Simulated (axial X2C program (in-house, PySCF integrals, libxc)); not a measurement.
What spin–orbit coupling does to IF⁺

Calculated with an axial X2C code built on PySCF integrals. Spin-free means the one-electron spin-free X2C Hamiltonian; two-component (2c) means X2C with spin–orbit coupling and atomic mean-field two-electron Coulomb and Gaunt terms, so the difference of the two also holds small scalar two-electron terms. Basis: I dyall-cv3z [11s12p8d4f1g], F dyall-av3z [7s6p3d2f] (cores contracted in-house); Gaussian nuclei, density fitting, unrestricted open shells. Masses: I 126.904 u, F 18.998 u.

Spin-free state: M_S = 1/2, Λ = 1 (beyond evenly filled blocks: π+α, π+β, π-α); fragments I+ + F.

```json
{"level": "PBE0", "Re (Å)": "1.832", "ωe (cm⁻¹)": "731.9", "De (eV)": "2.766", "μ (D)": "-1.85"}
{"level": "B97-3", "Re (Å)": "1.837", "ωe (cm⁻¹)": "724.0", "De (eV)": "2.739", "μ (D)": "-1.91"}
```

Dipoles are positive if F is the positive end and refer to the centre of mass.

(1) Within this multiplet, which Ω should lie lowest by the rule for regular and inverted multiplets?

Two-component determinant lowest at the distance of the search:

Ω = 3/2 (⟨Sz⟩ = 0.51, ⟨Lz⟩ = 0.99 at PBE0); fragments I+ + F.

| level | Re (Å) | ωe (cm⁻¹) | De (eV) | μ (D) |
| --- | --- | --- | --- | --- |
| PBE0 | 1.840 | 716.7 | 2.750 | -1.98 |
| B97-3 | 1.845 | 708.9 | 2.687 | -2.05 |

(2) From the two tables, how do the constants change at the PBE0 level (2c against spin-free)?

One determinant describes the state; a PBE0 search over occupations chose it and may have missed a lower one. Dissociation energies refer to the lowest single-determinant-based atoms at the same level and basis. Density functionals use the spin component along the axis (collinear). In 2c an atomic determinant is not the ground J level, so De misses part of the atomic spin–orbit lowering. This holds for PBE0, B97-3. Without a current term, density functionals place determinants with orbital angular momentum somewhat too high. Some points did not converge and are left out.

## Answers

(1) The open π shell holds three electrons, one hole, so the multiplet is inverted: Ω = Λ + 1/2 = 3/2. The PBE0 2c search agrees.

(2) At the PBE0 level Re rises by 0.008 Å and ωe falls by 15.2 cm⁻¹; De is not compared, since the atomic limits differ or miss part of their spin–orbit lowering.
